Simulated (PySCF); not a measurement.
Computed with B3LYP-D3(BJ)/def2-TZVP // PBE0-D4/def2-TZVP (PySCF). Gas-phase values, no solvent. B3LYP has the VWN-RPA correlation part, as in Gaussian. Excitations are Tamm–Dancoff values on a coarser integration grid. The basis has no diffuse functions, so Rydberg states are missing or too high.

Reference species (SMILES): `C=C=NC` (neutral, multiplicity 1).

| Quantity | Result |
|---|---|
| T1 excitation (TDA) | 4.33 eV |
| dipole moment | 1.38 D |

Changed species: `C1(CC1)=N`.

Question: What does the change do to the T1 excitation (TDA) and dipole moment?

Answer: the T1 excitation (TDA) decreases by 0.20 eV, to 4.13 eV; the dipole moment rises by 0.95 D, to 2.33 D.
